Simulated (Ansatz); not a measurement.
silyloxysilylmethanol (CH8O2Si2), SMILES O([SiH2]CO)[SiH3].

Geometry optimised at B3LYP-D3(BJ)/def2-SVP. The values are those of a single conformer.

Two levels are set side by side: PBE/def2-TZVPD (Ansatz, a program for electronic structure) and PBE0/def2-TZVPD (Ansatz). Energy differences of separate SCF runs at the same geometry; the states with an electron removed or added have multiplicity 2 and 2. Differences are taken from unrounded values.

| quantity | PBE0 |
|---|---|
| vertical ionisation energy (eV) | 9.65 |
| vertical singlet–triplet gap (eV) | 5.61 |

**Question.** What does PBE give, and how far is it from PBE0? (An estimate is asked for; the answer gives what the named calculation found.)

**Answer.** 
| quantity | PBE | PBE minus PBE0 |
|---|---|---|
| vertical ionisation energy (eV) | 9.14 | -0.51 |
| vertical singlet–triplet gap (eV) | 5.07 | -0.53 |
